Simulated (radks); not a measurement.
Question: All-electron atom: Rh in [Kr] 4d8 5s1. All-electron calculation, scalar-relativistic Kohn-Sham, PBE, spin-unpolarised, spherical densities, finite nucleus; Fermi nuclear charge, rms radius 4.4945 fm; hard spherical wall at 20 bohr. Program: a radial shooting solver on a logarithmic mesh with Libxc functionals. Some entries of the table are withheld. Estimate them.

orbital  occ.  eigenvalue (hartree)  <1/r> (bohr^-1)
1s          2                   (1)            47.05
2s          2             -122.7413              (2)
2p          6             -110.0025            10.32
3s          2             -21.93320            3.710
3p          6             -17.74465            3.534
3d         10             -11.04708            3.307
4s          2                   (3)            1.401
4p          6              -1.85295              (4)
4d          8                   (5)           0.8643
5s          1              -0.15803              (6)
5p          0              -0.03123           0.2433

Answer: 
(1) 1s eigenvalue (hartree): -846.6285
(2) 2s <1/r> (bohr^-1): 10.65
(3) 4s eigenvalue (hartree): -3.03151
(4) 4p <1/r> (bohr^-1): 1.251
(5) 4d eigenvalue (hartree): -0.21831
(6) 5s <1/r> (bohr^-1): 0.3882
